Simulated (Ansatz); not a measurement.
Ansatz (a quantum-chemistry and plane-wave program) input (PBE0/def2-SVP):

Ansatz 0.2 input:
```yaml
crystal:
  periodic: [false, false, false]
  atoms:
    - {symbol: C, position_ang: [1.58435178, -1.06342661, -0.83563525]}
    - {symbol: C, position_ang: [0.86420597, -0.22815173, 0.17196335]}
    - {symbol: C, position_ang: [1.68422006, 0.70210177, 1.00488254]}
    - {symbol: C, position_ang: [-0.61878987, 0.04178093, -0.00650249]}
    - {symbol: C, position_ang: [-1.36283582, -1.21535707, -0.48563152]}
    - {symbol: C, position_ang: [-0.80635674, 1.15525097, -1.06442814]}
    - {symbol: C, position_ang: [-1.26547002, 0.50593126, 1.30876715]}
    - {symbol: H, position_ang: [1.10040918, -2.02631511, -1.00883085]}
    - {symbol: H, position_ang: [1.64390382, -0.56800946, -1.81857188]}
    - {symbol: H, position_ang: [2.61074461, -1.25784108, -0.52120477]}
    - {symbol: H, position_ang: [1.26365490, 0.85963603, 1.99969877]}
    - {symbol: H, position_ang: [1.77223963, 1.70078435, 0.54658713]}
    - {symbol: H, position_ang: [2.70025058, 0.32449672, 1.12834156]}
    - {symbol: H, position_ang: [-2.43355125, -1.01302271, -0.55377064]}
    - {symbol: H, position_ang: [-1.02637958, -1.53686193, -1.47145842]}
    - {symbol: H, position_ang: [-1.21897131, -2.04465825, 0.21010096]}
    - {symbol: H, position_ang: [-0.38792934, 0.85760966, -2.02744335]}
    - {symbol: H, position_ang: [-1.86812778, 1.36859880, -1.21147068]}
    - {symbol: H, position_ang: [-0.31875575, 2.08050007, -0.75261165]}
    - {symbol: H, position_ang: [-2.34001442, 0.64057472, 1.17006202]}
    - {symbol: H, position_ang: [-0.85701016, 1.45734751, 1.64992768]}
    - {symbol: H, position_ang: [-1.11641541, -0.23161641, 2.10015031]}
basis:
  gaussian:
    orbitals: def2-SVP
hamiltonian:
  xc: {name: PBE0}
magnetization: {spin_polarized: true, initial_magnetization: 1}
```

Output:

```
Functional definition: PBE0
integrals: 0.14 GiB planned
1976 factors; their error is unknown
0.24 GiB of the device are held for the grids
1.05 GiB of device memory are held for the factors and their scratch space
mean field: 1.09 GiB planned
mean field evaluation 1: about -7475.9954 eV, gradient 4.9e1 eV
mean field evaluation 2: about -7472.9456 eV, gradient 5.4e1 eV
mean field evaluation 4: about -7488.3380 eV, gradient 2.1e0 eV
mean field evaluation 8: about -7488.3525 eV, gradient 8.3e-2 eV
mean field evaluation 16: about -7488.3239 eV, gradient 3.2e-4 eV
mean field -7488.32391964 eV, -275.1908282786 hartree, gradient 6.7e-5 eV, S^2 0.754827; 0 other end points of the search recorded, 0 dependent functions left out
reference -7488.32394991 eV, -275.1908293907 hartree; 29, 28 occupied and 144, 145 virtual orbitals, 1976 factors
Total energy: -7488.32394991 eV, -275.1908293907 hartree
```

It need not be the lowest isomer of its formula.
